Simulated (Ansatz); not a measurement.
Molecule: sum formula H4SiO3 (charge 0, singlet). SMILES: O[SiH](O)O
Structure (B3LYP-D3(BJ)/def2-TZVP (Ansatz, a first-principles code) minimum search):
```
Si
O 1 1.6348
H 2 0.9613 1 118.21
O 1 1.6377 2 109.17 3 -45.13
H 4 0.9606 1 117.30 2 147.31
O 1 1.6461 2 114.29 3 72.17
H 6 0.9602 1 118.55 2 65.02
H 1 1.4697 2 104.44 3 -166.65
```

Quantity: vertical ionisation energy (to the doublet state of charge +1; each state is the SCF solution reached for its spin; for the doublet T1 is 0.070), in eV. Cores are frozen in the correlated levels unless marked. UHF or UKS for open shells. No spin-orbit coupling. Non-relativistic. CBS marks a two-point X^-3 extrapolation of the correlation energy; Hartree-Fock from the larger set. The bracket is a focal-point correction in the basis named.

RI-MP2/CBS(aug-cc-pV(T+d)Z,aug-cc-pV(Q+d)Z)+[CCSD(T)-MP2]/aug-cc-pV(T+d)Z (Ansatz) gives 12.26 eV.

Q: Another calculation gave 11.82 eV. Which level was it?
A) PBE/def2-TZVPD (Ansatz)
B) wB97X-V/def2-TZVPD (Ansatz)
C) PBE0/def2-TZVPD (Ansatz)
D) r2SCAN/def2-TZVPD (Ansatz)

A: B, wB97X-V/def2-TZVPD (Ansatz). The others give 11.42 (PBE0), 11.07 (r2SCAN), 10.83 (PBE) eV.
